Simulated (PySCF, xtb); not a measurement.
HS2, SMILES [S]S (connectivity only; charge and spin as stated), charge -1, multiplicity 1.

Harmonic wavenumbers (cm⁻¹) from GFN2-xTB in xtb 6.7.1 at its own minimum, in rising order: 505, 751, 2190.

Q: What does PBE-D3(BJ)/def2-TZVPD (PySCF) give at its own minimum? (The exact figures need the calculation; the answer reports its results.)

A: 472, 800, 2434. Paired by order, the mean absolute difference is 109 cm⁻¹ and the zero-point energies are 4.9 and 5.3 kcal/mol.
